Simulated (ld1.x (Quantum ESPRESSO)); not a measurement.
**hydrogen (H): one change to an ultrasoft potential, before and after**

| Quantity | Value |
| --- | --- |
| Element | hydrogen |
| Generator | ld1.x (Quantum ESPRESSO) 7.5 |
| Type | ultrasoft |
| Functional | PBEsol |
| Relativity | non-relativistic |
| Frozen core | none |
| Valence charge | 1 |
| Reference configuration | 1s1 |
| Partial waves | 1s (bound): rcut 0.60, rcutus 0.75 bohr; 1s channel at 0.1 Ry: rcut 0.60, rcutus 0.75 bohr; 2p channel at 0.05 Ry: rcut 0.50, rcutus 0.60 bohr; 2p channel at 0.55 Ry: rcut 0.50, rcutus 0.60 bohr |
| Local potential | all-electron potential smoothed inside 0.65 bohr (lloc = -1) |
| Core correction | none |
| Augmentation charge | PSQ, radius 0.35 bohr |

Change: all radii scaled by about 1.27 (s 0.96, p 0.76 bohr, rcut 0.76/0.64); local potential all-electron potential smoothed inside 0.82 bohr (lloc = -1); augmentation PSQ, radius 0.44 bohr.

Cutoffs: the cutoffs (Ry, on a coarse ladder) from which the occupation-weighted sum of valence levels, in a spherical-Bessel basis at the reference potential, stays within 10 and 1 mRy of its value at 400 Ry; they do not see the model core or the augmentation charge, which bear on the density cutoff. Errors are all-electron minus pseudo energies relative to the spin-unpolarised reference configuration.

Question: What does the change do?

Answer: The potential gets softer (25 Ry and 55 Ry → 21 Ry and 40 Ry); neither file shows a bound ghost. A larger radius leaves more room for a smooth pseudo-wave, so fewer plane waves are needed.

```csv
quantity,base,changed
"cutoff, loose",25 Ry,21 Ry
"cutoff, tight",55 Ry,40 Ry
bound ghosts,none,none
"error for 1s0.5, meV [ΔE 4.66 eV]",0.0,0.0
lowest overlap eigenvalue by channel,"s 0.99, p 1.00","s 0.99, p 0.99"
```
